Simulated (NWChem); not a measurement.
Isomers of C$_{2}$H$_{3}$F$_{2}$NSi, each optimised at B3LYP/6-31G* with NWChem, gas phase unless a solvent is named. Flexible species stand in one conformer each, which need not be the lowest. Pople sets run with spherical d functions. Relative energies count from the lowest isomer at each level and are electronic, without zero-point energy, on those geometries.

A: F[C@H]1N=C[Si@@H]1F
B: N#CC[SiH](F)F
C: C#C[Si](N)(F)F
D: N#CC(F)([SiH3])F

```
quantity                                                          A     B     C      D
-------------------------------------------------------------  ----  ----  ----  -----
relative energy, M06-2X/def2-TZVP (kcal/mol)                   83.0   1.1   0.0  118.5
orbital gap (eV), B3LYP/6-31G*                                 5.63  9.01  7.41   8.34
highest harmonic frequency (cm⁻¹), B3LYP/6-31G*                3174  3101  3680   2365
SMD solvation free energy in toluene, B3LYP/6-31G* (kcal/mol)  -2.1  -3.9  -2.8   -0.7
```
